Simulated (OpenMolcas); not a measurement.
neutral titanium: the spin-orbit constant, thermal populations, Racah parameters, worked from levels

- Program: OpenMolcas 26.06
- Basis: ANO-RCC-VTZP [6s5p3d2f1g]
- Scalar Hamiltonian: DKH2, point nucleus
- Active space: 2 electrons in 5 orbitals (3d)
- State averaging: 2S+1 = 3 even, 10 roots; 2S+1 = 1 even, 15 roots
- Spin-orbit coupling: RASSI with atomic mean-field integrals over the reference wave functions, term energies averaged over their components

Methods: CASSCF; SS-CASPT2, IPEA 0.25 Eh, imaginary shift 0.1 Eh (closed shells correlated: 3s 3p 4s). Measured levels: NIST Handbook of Basic Atomic Spectroscopic Data.

**The spin-orbit constant.** For the Hund term ³F of d2, E(J) = (A/2) J(J+1) + constant and ζ = 2S·A = 2A. From J = 2 to J = 4 the energy changes by 7 A.

```tsv
Source	E(4) - E(2)	A	ζ
CASSCF	413.5	59.1	118
SS-CASPT2	415.3	59.3	119
measured	386.9	55.3	111
```

All in cm-1. SS-CASPT2 is off by +7.3 % and CASSCF by +6.9 %. Both methods take the spin-orbit matrix elements from the reference wave functions, so the second can move ζ only through the term energies and any multistate remixing. Second-order mixing with other terms is absorbed into this ζ.

**Thermal populations.** Z = Σ (2J + 1) exp(-E/kT) with k = 0.695035 cm-1/K, over the levels below. No other level of either list lies under 6290 cm-1, which is above 7 kT at each temperature.

```json
{"Level": "3d² 4s² ³F₂", "2J + 1": "5", "SS-CASPT2": "0.0", "measured": "0.0"}
{"Level": "3d² 4s² ³F₃", "2J + 1": "7", "SS-CASPT2": "181", "measured": "170"}
{"Level": "3d² 4s² ³F₄", "2J + 1": "9", "SS-CASPT2": "415", "measured": "387"}
```

```csv
T (K),"Z, SS-CASPT2","Z, measured levels","Ground level (%), SS-CASPT2","Ground level (%), measured levels"
300,9.168,9.504,54.5,52.6
1000,15.349,15.638,32.6,32.0
```

At 1000 K, kT = 695 cm-1, and the computed levels give Z = 5.000 + 5.395 + 4.954 = 15.349.

**Racah parameters.** Above ³F, d2 has ³P at 15B, ¹G at 12B + 2C and ¹D at 5B + 2C. The first two fix B and C, and the third tests them; where it misses by thousands of cm-1, two parameters do not describe the configuration (Trees and configuration-interaction terms are left out) and B and C hang on the terms chosen. Term energies are centres of gravity, weighted by 2J + 1.

```tsv
Source	³P	¹G	B	C	C/B	¹D from B, C	¹D found
CASSCF	12623	16053	842	2977	3.54	10164	10360
SS-CASPT2	9712	12578	647	2404	3.72	8043	6098
measured	8325	11896	555	2618	4.72	8011	7033
```

Energies in cm-1. From CASSCF to SS-CASPT2, B changes by -23.2 % and C by -19.2 %. Against the measured terms, SS-CASPT2 has B off by +16.6 % and C by -8.2 %.

CASPT2 does not keep the components of a term degenerate, so their means are used; among the terms shown or strongly mixed into the levels shown the widest spread is 830 cm-1 (3d² 4s² ³F, SS-CASPT2). With the s shell closed, the reference lacks s² → p², s² → d² and s → d mixing, so excited terms can stand far too high and out of order, with CASPT2 too. Without dynamic correlation excited terms often stand tens of per cent too high (terms of higher spin than the ground term too low), and those without a measured partner can miss by more than the paired ones (holds for CASSCF). Some terms miss by over 15 % even with CASPT2, which points to a basis or an active space too small for the shells correlated (holds for SS-CASPT2). Measured partners are found by configuration, term and J. A level has none where our copy of the source lacks it or the pairing is in doubt (some pairs that miss far off the trend of their configuration count as doubtful), and it then counts in no deviation. Only configurations of the active space appear.
